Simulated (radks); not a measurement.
Values are calculated unless marked as measured or tabulated.
Numerical settings for the holmium ion Ho2+, [Xe] 4f11. Level of theory: scalar-relativistic Kohn-Sham, PBE, spin-polarised, spherical densities, point nucleus; open shells are filled with parallel spins first (spin-orbit coupling, left out, can overturn this in heavy ions) (a radial shooting solver on a logarithmic mesh with Libxc functionals). The defaults (mesh step 0.008 in ln r, mesh end at 40 bohr or more with all orbitals vanishing there, Anderson mixing 0.5 over 9 steps, residual threshold near 1e-9 with the energy settled to 1e-9 hartree or 1e-11 of itself, here a cap of 91 iterations) give E = -12615.7436 hartree and 4f at -16.041 eV in 16 iterations. Run on one thread of a shared host, so times are rough (Intel(R) Xeon(R) 6975P-C): 0.24 s of CPU time, 0.24 s wall, 16 iterations on 2541 mesh points. Changes against that run (0 stands for a change within the tolerance of the run):

mesh step in ln r 0.08: iterations 2; converged no; E (mhartree) diverged; CPU (s) 0.04
mesh step in ln r 0.012: iterations 16; converged yes; E (mhartree) 0; e(4f) (meV) 0; CPU (s) 0.16
mesh step in ln r 0.2: iterations 4; converged no; E (mhartree) diverged; CPU (s) 0.01
mesh end (bohr) 8: iterations 16; converged yes; E (mhartree) +0.00867; e(4f) (meV) +1.21; CPU (s) 0.23
mesh end (bohr) 400: iterations 16; converged yes; E (mhartree) 0; e(4f) (meV) 0; CPU (s) 0.24
residual threshold 1e-16: iterations 91; converged no; E (mhartree) 0; e(4f) (meV) 0; CPU (s) 0.57
residual threshold 1e-05: iterations 12; converged yes; E (mhartree) 0; e(4f) (meV) +0.205; CPU (s) 0.19
mixing 1: iterations 13; converged yes; E (mhartree) 0; e(4f) (meV) 0; CPU (s) 0.2
linear mixing, mixing 0.2: iterations 88; converged yes; E (mhartree) 0; e(4f) (meV) 0; CPU (s) 0.95
linear mixing, mixing 1: iterations 91; converged no; E (mhartree) +1.87e+05; e(4f) (meV) -9.29e+05; CPU (s) 3.5
mixing history 3: iterations 19; converged yes; E (mhartree) 0; e(4f) (meV) 0; CPU (s) 0.25
iteration cap 8: iterations 8; converged no; E (mhartree) +0.0831; e(4f) (meV) +105; CPU (s) 0.14

No run marked as converged misses the energy by more than 1 mhartree. A mesh that ends early acts as a hard wall.
